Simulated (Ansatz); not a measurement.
Basis sets compared for `CCC(C)(CC(C)(CC(C)(C)C(=O)OCc1ccccc1)C(=O)OC)C(=O)OC1CCOC1=O`. The state is a singlet with charge 0. Geometry PBE-D4/def2-SVP. Ansatz on 2 threads of AMD EPYC 7R13 on a shared host and a share (18 GiB) of an NVIDIA H100 80GB HBM3; times are rough, and most runs start from earlier orbitals.

```xyz
70

C    -2.750   -1.456    3.463
C    -2.757    0.071    3.388
C    -2.253    0.737    2.058
C    -2.253    2.258    2.285
C    -0.858    0.168    1.708
C    -0.012    0.820    0.566
C    -0.820    0.981   -0.729
C     1.207   -0.146    0.412
C     2.303    0.069   -0.675
C     1.851   -0.355   -2.094
C     2.867    1.497   -0.700
C     3.458   -0.885   -0.311
O     4.625   -0.563   -0.184
O     3.012   -2.159   -0.176
C     4.018   -3.176    0.074
C     4.588   -3.707   -1.217
C     3.952   -4.770   -1.889
C     4.452   -5.244   -3.110
C     5.596   -4.657   -3.675
C     6.234   -3.595   -3.014
C     5.733   -3.121   -1.793
C     0.525    2.155    1.103
O     1.159    2.268    2.136
O     0.220    3.216    0.312
C     0.711    4.480    0.776
C    -3.258    0.301    0.991
O    -3.256   -0.774    0.418
O    -4.235    1.236    0.794
C    -5.296    0.865   -0.110
C    -5.090    1.463   -1.495
C    -5.668    2.874   -1.321
O    -6.721    2.735   -0.346
C    -6.544    1.607    0.408
O    -7.261    1.305    1.328
H    -3.342   -1.915    2.647
H    -1.724   -1.871    3.405
H    -3.184   -1.789    4.426
H    -2.124    0.489    4.200
H    -3.785    0.450    3.577
H    -3.236    2.599    2.663
H    -2.038    2.824    1.360
H    -1.481    2.519    3.036
H    -0.995   -0.897    1.438
H    -0.238    0.198    2.627
H    -0.232    1.487   -1.514
H    -1.150   -0.007   -1.102
H    -1.721    1.605   -0.568
H     0.800   -1.168    0.276
H     1.711   -0.144    1.401
H     2.723   -0.387   -2.780
H     1.124    0.361   -2.518
H     1.392   -1.363   -2.084
H     2.102    2.213   -1.055
H     3.210    1.812    0.304
H     3.739    1.552   -1.380
H     3.479   -3.968    0.628
H     4.811   -2.741    0.714
H     3.056   -5.233   -1.444
H     3.949   -6.079   -3.623
H     5.992   -5.030   -4.632
H     7.132   -3.133   -3.453
H     6.217   -2.277   -1.278
H     1.817    4.468    0.848
H     0.299    4.716    1.779
H     0.379    5.229    0.035
H    -5.420   -0.234   -0.095
H    -5.691    0.887   -2.229
H    -4.034    1.445   -1.825
H    -6.110    3.299   -2.242
H    -4.911    3.586   -0.926
```

B3LYP takes the VWN-RPA correlation. Single mean-field runs in def2-SVP, def2-mTZVP are fitted with def2-universal-jkfit.

Binding counts from free atoms (C triplet, O triplet, H doublet) in the same basis, without a counterpoise term.

```json
{"level": "HF/STO-3G", "functions": "206", "energy (Eh)": "-1584.3170", "HOMO (eV)": "-7.47", "LUMO (eV)": "6.81", "binding per atom (eV)": "3.86", "wall time": "5.5 s"}
{"level": "HF/6-31G", "functions": "378", "energy (Eh)": "-1603.7379", "HOMO (eV)": "-9.15", "LUMO (eV)": "3.42", "binding per atom (eV)": "3.08", "wall time": "7.5 s"}
{"level": "r2SCAN-D4/def2-mTZVP", "functions": "794", "energy (Eh)": "-1613.9277", "HOMO (eV)": "-6.37", "LUMO (eV)": "-1.46", "binding per atom (eV)": "4.60", "wall time": "13 s"}
{"level": "B3LYP-D4/6-31G", "functions": "378", "energy (Eh)": "-1613.9215", "HOMO (eV)": "-6.85", "LUMO (eV)": "-0.71", "binding per atom (eV)": "4.47", "wall time": "8.5 s"}
```

(1) Estimate the rows for r2SCAN-D4/def2-SVP, B3LYP-D4/def2-SVP.

Results:

(1) 
```tsv
level	functions	energy (Eh)	HOMO (eV)	LUMO (eV)	binding per atom (eV)	wall time
r2SCAN-D4/def2-SVP	656	-1612.2495	-6.35	-1.30	4.70	9 s
B3LYP-D4/def2-SVP	656	-1613.2418	-6.99	-0.65	4.67	9 s
```
